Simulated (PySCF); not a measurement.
# C₁₁H₉N: full NMR table

| Item | Value |
| --- | --- |
| Formula | C11H9N |
| SMILES | c1ccc(-c2cccnc2)cc1 |
| Point group of the computed structure | C1 |
| Degrees of unsaturation | 8 |
| Carbon signals | 9 |
| Proton signals | 7 |

Structure with atom numbers: `[cH:1]1[cH:2][cH:3][c:4](-[c:5]2[cH:6][cH:7][cH:8][n:9][cH:10]2)[cH:11][cH:12]1` (H(Xn): hydrogen on atom n).

- couplings computed with B3LYP/pcJ-1 (without the spin–dipole term)
- PBE0/pcSseg-1 with gauge-including orbitals
- PBE0-D3(BJ)/def2-SVP geometry
- code: PySCF 2.14
- fast rotation and ring inversion assumed for equivalent nuclei, non-relativistic, single conformer, no solvent

Referencing at the same level of theory: $^{1}$H, $^{13}$C vs TMS; $^{15}$N against NH3.

| carbon | δC, type | δH (multiplicity, J in Hz) | HMBC from (abs. J ≥ 3 Hz) | span of the C tensor (ppm) |
| --- | --- | --- | --- | --- |
| C1 | 133.5, CH | 7.53 (m) | H(C3)/H(C11) | 237 |
| C2/C12 | 134.6, CH | 7.62 (m) | H(C2)/H(C12) | 236 |
| C3/C11 | 133.1, CH | 7.65 (m) | H(C3)/H(C11), H(C1) | 221 |
| C4 | 144.4, C | – | H(C6), H(C2)/H(C12) | 223 |
| C5 | 141.7, C | – | H(C10), H(C3)/H(C11), H(C7) | 224 |
| C6 | 139.5, CH | 7.82 (ddd, 8.7, 2.4, 1.5) | H(C10), H(C8) | 233 |
| C7 | 128.2, CH | 7.33 (dd, 8.7, 5.3) | H(C8) | 232 |
| C8 | 154.5, CH | 8.79 (dd, 5.3, 1.5) | H(C10), H(C6), H(C7) | 226 |
| C10 | 154.6, CH | 8.96 (d, 2.4) | H(C8), H(C6) | 206 |

Other nuclei:
| atoms | nucleus | environment | δ (ppm) | σ (ppm) |
| --- | --- | --- | --- | --- |
| N9 | $^{15}$N | pyridine-type ring nitrogen | 363.7 | -98.0 |

Selected couplings (Hz, signed; the shortest-range and largest first, 30 at most; isotopes $^{13}$C, $^{1}$H, $^{15}$N): $^{1}J$(C8,H(C8)) 187.6, $^{1}J$(C10,H(C10)) 186.8, $^{1}J$(C7,H(C7)) 170.0, $^{1}J$(C1,H(C1)) 167.9, $^{1}J$(C6,H(C6)) 167.3, $^{1}J$(C2,H(C2)) 167.0, $^{1}J$(C3,H(C3)) 165.9, $^{2}J$(N9,H(C8)) -12.8, $^{2}J$(N9,H(C10)) -12.7, $^{3}J$(H(C6),H(C7)) 8.7, $^{3}J$(H(C2),H(C3)) 8.7, $^{3}J$(H(C1),H(C2)) 8.3, $^{3}J$(H(C7),H(C8)) 5.3, $^{3}J$(N9,H(C7)) -1.3, $^{4}J$(H(C6),H(C10)) 2.4, $^{4}J$(H(C6),H(C8)) 1.5.

1. Carbon types of the structure: 2 × C, 9 × CH, which accounts for all hydrogens.
2. δC 154.6, 154.5: aromatic CH next to a ring nitrogen; the adjacent pyridine-type nitrogen withdraws density from it.
3. δC 144.4, 141.7: substituted aromatic carbon.
4. δC 139.5, 134.6, 133.5, 133.1, 128.2: aromatic CH; the aromatic region.
5. δH 8.96, 8.79: hydrogen on an aromatic CH next to a ring nitrogen; ring current plus the neighbouring ring nitrogen.
6. δH 7.82, 7.65, 7.62, 7.53, 7.33: hydrogen on an aromatic CH; it sits in the deshielding region of the aromatic ring current.
7. The protons at 7.82 and 7.33 share a coupling of 8.7 Hz (vicinal, an ortho-type coupling).
8. The protons at 7.33 and 8.79 share a coupling of 5.3 Hz (vicinal, an ortho-type coupling).

Multiplet labels drop couplings under 1 Hz and merge nearly equal ones. Couplings among chemically equivalent protons are left out too, so labels in AA′BB′ or AA′XX′ sets are apparent multiplicities. Unscaled 3J(H,H) at this level run about 10 % above measured values. Shifts are as computed. Against solution values, carbons near 30 ppm lie about +2 ppm off and those near 130 ppm about +5 ppm. Of 1211 compounds with measured shifts, 218 miss one by over three times the rms of a fit or turn the order of signals round; such compounds aren't used in these exercises. Experimental scales use liquid or dissolved standards, which lie at an offset from isolated NH3 (liquid NH3: subtract about 20 ppm). Unscaled 15N shifts of sp2 nitrogen come out 20 to 40 ppm too high even then.
